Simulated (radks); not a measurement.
All-electron atom: the lanthanum ion La+ in [Kr] 4d10 5s1 5p6 5d2 6p1 (not the ground configuration).

Method: scalar-relativistic Kohn-Sham, PBE, spin-unpolarised, spherical densities, finite nucleus; Fermi nuclear charge, rms radius 4.855 fm; computed with a radial shooting solver on a logarithmic mesh with Libxc functionals.

Energy parts (hartree):
total: -8491.2202
kinetic: 8980.8947
electron-nucleus: -20527.4611
Hartree: 3258.0627
exchange-correlation: -202.7166

Orbitals (lengths in bohr, moments of r in powers of bohr):
| orbital | occ. | eigenvalue (hartree) | <r^4> |
|---|---|---|---|
| 1s | 2 | -1424.391 | 1.918e-06 |
| 2s | 2 | -227.0932 | 0.0003186 |
| 2p | 6 | -203.5869 | 0.0002326 |
| 3s | 2 | -48.89142 | 0.01307 |
| 3p | 6 | -41.38394 | 0.01367 |
| 3d | 10 | -30.59498 | 0.01146 |
| 4s | 2 | -10.19085 | 0.3379 |
| 4p | 6 | -7.74816 | 0.4437 |
| 4d | 10 | -4.21102 | 0.7499 |
| 5s | 1 | -1.77200 | 10.26 |
| 5p | 6 | -1.14960 | 18.59 |
| 5d | 2 | -0.38540 | 102.4 |
| 6p | 1 | -0.22630 | 1011 |

The highest occupied level is 6p at -6.158 eV. The density falls to 0.001 e/bohr^3 at r = 5.03 bohr. The electron density at the nucleus is 3.646e+05 e/bohr^3 (large components only).
